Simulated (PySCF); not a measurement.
**Question.** What does the PBE0-D3(BJ)/def2-SVP structure of [NbO4]3- (`[O]=[Nb-3](=[O])(=[O])=[O]`) look like in three dimensions? (Charge -3 and singlet state.)

**Answer.** 
```
atom  x, y, z in Å
Nb1   -0.0004   -0.0001   -0.0002
O2     0.0148   -0.0138    1.8666
O3     1.7546    0.0102   -0.6363
O4    -0.8889    1.5274   -0.6038
O5    -0.8802   -1.5237   -0.6264
```

Orientation and origin are arbitrary. Atoms count from 1 in this order. All 4 Nb–O bonds measure 1.867 Å. Nb1 (niobium bonded to 4 O) is tetrahedral (angles from 109.4° to 109.6°).

Bonds between heavy atoms (Å): Nb1–O2 1.867, Nb1–O3 1.867, Nb1–O4 1.867, Nb1–O5 1.867.

The calculation used PBE0-D3(BJ)/def2-SVP geometry optimisation, gas phase, def2 core potentials past Kr (PySCF).

Point group: Td (tolerance 0.08 Å). Not checked by PBE0-D3(BJ)/def2-SVP frequencies. Whether so highly charged an anion holds all its electrons in the gas phase wasn't checked; a finite basis holds them in any case. No counter-ion or solvent screens the charge of this multiply charged ion. The geometry's basis has no diffuse functions, a weakness for an anion.
